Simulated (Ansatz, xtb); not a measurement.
Ranking isomers of C2H8GeOSi

3 gas-phase structures of C2H8GeOSi, from a drawn sample of its isomers (lower ones may exist). Each was relaxed with GFN2-xTB; where two conformers were screened, the lower at r2SCAN-D4/def2-SVP is listed:

A. `O=CC[SiH2][GeH3]`, a singlet
B. `[SiH3][C@@H]1C[O][GeH2]1`, a singlet
C. `[SiH3]O/C=[CH]/[GeH3]`, a singlet

Problem. Estimate their order in r2SCAN-D4/def2-SVP energy at these geometries, lowest first.

Solution. Calculated order at r2SCAN-D4/def2-SVP: A (0.000), C (0.083), B (0.327) eV. CCSD(T)/def2-SVP + ΔMP2/def2-TZVPP after further relaxation puts C lowest instead.

Energies above the lowest of each column, in eV; the last columns are at PBE-D3(BJ)/def2-SVP geometries:

```json
{"structure": "A", "GFN2-xTB": "1.212", "HF/STO-3G": "0.076", "r2SCAN-D4/def2-SVP": "0.000", "PBE-D3(BJ)/def2-SVP": "0.000", "CCSD(T)/def2-SVP + ΔMP2/def2-TZVPP": "0.238"}
{"structure": "C", "GFN2-xTB": "0.000", "HF/STO-3G": "0.565", "r2SCAN-D4/def2-SVP": "0.083", "PBE-D3(BJ)/def2-SVP": "0.104", "CCSD(T)/def2-SVP + ΔMP2/def2-TZVPP": "0.000"}
{"structure": "B", "GFN2-xTB": "1.037", "HF/STO-3G": "0.000", "r2SCAN-D4/def2-SVP": "0.327", "PBE-D3(BJ)/def2-SVP": "0.418", "CCSD(T)/def2-SVP + ΔMP2/def2-TZVPP": "0.386"}
```

CCSD(T)/def2-SVP + ΔMP2/def2-TZVPP puts C lowest; HF/STO-3G picks B, r2SCAN-D4/def2-SVP picks A, PBE-D3(BJ)/def2-SVP picks A. CCSD(T)/def2-SVP + ΔMP2/def2-TZVPP orders those it was run on as C (0.000), A (0.238), B (0.386) eV. Some further structures that were screened fall inside this span and aren't listed. Flexible structures stand in one conformer each, not always the lowest. The ΔMP2 step shifts differences by up to 0.235 eV, which makes them less sure. ΔMP2 is the change of the MP2 energy from the smaller to the larger basis.

Programs: Ansatz 0.2.0, xtb 6.7.1.
